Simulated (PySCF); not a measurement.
From one molecule to another.

First species: (CH3CH2)2CFCH3, C6H13F.
Z-matrix (Å and degrees, GFN2-xTB geometry), rows numbered from 1:
```
C 
C   1  1.5251
C   2  1.5334  1  113.85
C   3  1.5262  2  110.62  1   176.58
F   3  1.4032  2  106.87  1    61.23
C   3  1.5329  2  114.43  1   -55.32
C   6  1.5227  3  114.46  2   -60.15
H   1  1.0874  2  110.10  3   -52.67
H   1  1.0869  2  111.44  3    68.07
H   1  1.0876  2  109.84  3  -172.06
H   2  1.0905  1  110.28  3  -122.49
H   2  1.0924  1  108.74  3   119.52
H   4  1.0853  3  110.54  2    59.95
H   4  1.0876  3  109.60  2   -59.92
H   4  1.0874  3  110.14  2  -179.19
H   6  1.0911  3  108.12  2    62.53
H   6  1.0925  3  107.53  2   177.93
H   7  1.0867  6  111.18  3   -59.53
H   7  1.0873  6  109.59  3  -178.90
H   7  1.0866  6  111.26  3    61.63
```

Second species: C6H14N2.
Geometry (GFN2-xTB, Å), atoms numbered from 1 in this order:
```xyz
22
C6H14N2 angstrom
C      2.9321   -0.1719   -0.0407
C      1.6568   -0.5491   -0.1262
N      0.5861    0.2765   -0.3831
N      0.8037    1.6686   -0.3086
C     -0.7811   -0.1220   -0.0297
C     -0.9870   -0.0368    1.4890
C     -1.7463    0.8317   -0.7392
C     -1.0590   -1.5466   -0.5188
H      3.2596    0.8496   -0.1337
H      3.7058   -0.9014    0.1076
H      1.4051   -1.5935   -0.0406
H      1.3455    1.9021    0.5257
H      1.3425    1.9584   -1.1217
H     -0.8523    0.9880    1.8261
H     -0.2677   -0.6707    2.0045
H     -1.9899   -0.3612    1.7537
H     -1.6306    0.7458   -1.8164
H     -2.7704    0.5858   -0.4729
H     -1.5424    1.8577   -0.4504
H     -0.6974   -1.6722   -1.5363
H     -2.1312   -1.7262   -0.5088
H     -0.5923   -2.2931    0.1187
```

Levels: PBE0/pcSseg-1 for dipole moment, HOMO energy, LUMO energy and HOMO–LUMO gap; GFN2-xTB for rotational constant A and rotational constant C. Geometries: GFN2-xTB. Each structure is a single optimised conformer of the isolated species, non-relativistic unless stated; the electronic structure was computed with PySCF and density fitting.

The conformers computed, where there is a choice (atom-mapped SMILES and torsion angles):
- `[CH3:1][CH2:2][C:3]([CH3:4])([F:5])[CH2:6][CH3:7]`: C1–C2–C3–C4 177°, C2–C3–C6–C7 -60°
- `[CH2:1]=[CH:2][N:3]([NH2:4])[C:5]([CH3:6])([CH3:7])[CH3:8]`: C1–C2–N3–N4 -12°, C2–N3–C5–C6 74°, H–N4–N3–C2 -45°, H–N4–N3–C2 73°

Q: Which has the higher rotational constant A?

A: The second: 3.035 GHz against 2.679 GHz, a difference of 0.356 GHz.

Q: Which has the higher HOMO–LUMO gap?

A: The first: 10.02 eV against 6.75 eV, a difference of 3.27 eV.

Q: Which has the higher LUMO energy?

A: The first: 1.34 eV against 1.02 eV, a difference of 0.32 eV.

Q: Which of the two has the higher rotational constant C, and by how much?

A: The first: 1.749 GHz against 1.332 GHz, a difference of 0.417 GHz.

Q: Which has the higher dipole moment?

A: The first: 1.85 D against 0.48 D, a difference of 1.37 D.

Q: Which of the two has the higher HOMO energy, and by how much?

A: The second: -5.73 eV against -8.68 eV, a difference of 2.95 eV.

On the first: The dipole matches unit charges of opposite sign 0.38 Å apart (1 e·Å = 4.8032 D). A dipole of 1.85 D is allowed in C1, and pure rotational transitions are dipole-allowed.

On the second: The dipole equals about 1.6 × 10⁻³⁰ C·m (1 D = 3.33564 × 10⁻³⁰ C·m).
